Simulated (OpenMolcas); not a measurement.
**S II: RASPT2 settings compared**

```yaml
Program: OpenMolcas
Basis: ANO-RCC [8s7p5d4f2g]
Scalar_Hamiltonian: DKH2, point nucleus
Active_space: 3 electrons in 9 orbitals (RAS2 3p; RAS3 3d 4s, at most 1 electron)
State_averaging: 2S+1 = 4 odd, 1 root; 2S+1 = 2 odd, 8 roots; 2S+1 = 4 even, 18 roots; 2S+1 = 2 even, 54 roots
Spin-orbit_coupling: state interaction with AMFI integrals over the reference wave functions, term energies averaged over their components
```

Methods on the same reference wave functions:
A. RASSCF
B. SS-RASPT2, IPEA 0.25 Eh, imaginary shift 0.3 Eh (closed shells correlated: 2s 2p 3s)
C. MS-RASPT2, IPEA 0.25 Eh, imaginary shift 0.3 Eh (closed shells correlated: 2s 2p 3s)

Energies in eV above 3s² 3p³ ⁴S°_3/2, the measured ground level; measured values from NIST Handbook of Basic Atomic Spectroscopic Data.

```
                   Level        A       B       C  Measured
         3s² 3p³ ⁴S°_3/2   0.0000  0.0000  0.0000    0.0000
         3s² 3p³ ²D°_3/2   2.3842   1.881   1.878    1.8415
         3s² 3p³ ²D°_5/2   2.3865   1.883   1.881    1.8455
         3s² 3p³ ²P°_1/2   3.9555   3.568   3.568    3.0407
         3s² 3p³ ²P°_3/2   3.9585   3.571   3.571    3.0465
       3s² 3p² 4s ⁴P_1/2  13.5717  13.298  13.296   13.5838
       3s² 3p² 3d ⁴F_3/2  13.5762  13.294  13.296   13.6602
       3s² 3p² 3d ⁴F_5/2  13.5926  13.310  13.313   13.6771
       3s² 3p² 4s ⁴P_3/2  13.6012  13.327  13.325   13.6174
       3s² 3p² 3d ⁴F_7/2  13.6158  13.334  13.336   13.7013
       3s² 3p² 3d ⁴F_9/2  13.6461  13.364  13.366   13.7333
       3s² 3p² 4s ⁴P_5/2  13.6495  13.376  13.373   13.6716
3s² 3p² 4s ²P_1/2 [54 %]  14.0388  13.542  13.582          
3s² 3p² 4s ²P_3/2 [68 %]  14.0817  13.564  13.635   14.0674
       3s² 3p² 3d ⁴D_1/2  14.1616  13.842  13.841   14.1543
       3s² 3p² 3d ⁴D_3/2  14.1671  13.844  13.843   14.1591
       3s² 3p² 3d ⁴D_5/2  14.1750  13.848  13.848   14.1628
       3s² 3p² 3d ⁴D_7/2  14.1866  13.861  13.861   14.1688
    3s² 3p² 3d ²F_5/2(1)  14.8018  13.999  13.999   14.2339
    3s² 3p² 3d ²F_7/2(1)  14.8552  14.056  14.056   14.2936
       3s² 3p² 4s ²D_3/2  15.4200  14.730  14.729   15.0676
       3s² 3p² 4s ²D_5/2  15.4200  14.730  14.729   15.0678
       3s² 3p² 3d ⁴P_5/2  15.9677  14.033  14.036          
       3s² 3p² 3d ⁴P_3/2  15.9912  14.055  14.057
```

Deviations, from unrounded energies. A percentage is the sum of absolute deviations over the sum of measured energies, with the sign that they share, or ± where signs differ.

```csv
Against measurement,Levels,A,B,C
mean absolute deviation (cm-1),20,2100,2600,2500
other terms of the ground configuration (%),4,+29.8,+11.5,+11.5
other configurations (%),16,±1.0,-2.3,-2.3
```

A lies closest to measurement on these levels and B furthest from it. The largest miss of A in the table is 3s² 3p³ ²P°_1/2, by +7400 cm-1. The ranking rests on the paired levels alone, and a cruder setting can come out closer through cancelling errors.

Between B and C the level of the table that moves most is 3s² 3p² 4s ²P_3/2 [68 %], by 570 cm-1 (lowest in B, highest in C). Moves below CASPT2's spread within the term are not significant.

The mean deviations of B to C differ by less than CASPT2's widest spread within a term (250 cm-1), so their order carries little weight.

From A to B the spin-free energies of the other terms of 3s² 3p³ shown, above ⁴S°, scale by factors of 0.79 to 0.90.

The lowest spin-free term lies below A's lowest term by 0.247 hartree in B, 0.247 hartree in C.

CASPT2 breaks the degeneracy within a term, and the mean is taken; among the terms shown or strongly mixed into the levels shown the widest spread is 250 cm-1 (3s² 3p² 3d ⁴F, C). Over all roots computed the reference weight is 0.91 to 0.96 in B, 0.91 to 0.96 in C; the roots of lowest weight are the least certain, and an intruder state may touch them. ANO sets are built for valence states and can reach diffuse excited orbitals poorly, and with the s shell closed the s pⁿ⁺¹ terms that mix with these levels are absent. With the s shell closed, the reference lacks s² → p² mixing. Without dynamic correlation excited terms often stand tens of per cent too high (terms of higher spin than the ground term too low), and those without a measured partner can miss by more than the paired ones (holds for A). Some terms miss by over 15 % even with CASPT2, which points to a basis or an active space too small for the shells correlated (holds for B; C). The CASPT2 spread within a term exceeds the gap to the next term for 3s² 3p² 3d ⁴F and 3s² 3p² 4s ⁴P, 3s² 3p² 3d ²F(1) and 3s² 3p² 3d ⁴P, so the order of their levels is uncertain, and so are names and mixing where such terms share a J (holds for C). Measured partners are found by configuration, term and J. A level has none where our copy of the source lacks it or the pairing is in doubt (some pairs that miss far off the trend of their configuration count as doubtful), and it then counts in no deviation. Only configurations of the active space appear. The table leaves out levels that lie high or whose names do not pair safely across all columns.

A share in square brackets marks a mixed level and gives the weight of the term that names it, the lowest over the columns. A number in round brackets counts repeated terms of one configuration in the order of the reference energies. ° marks odd parity.
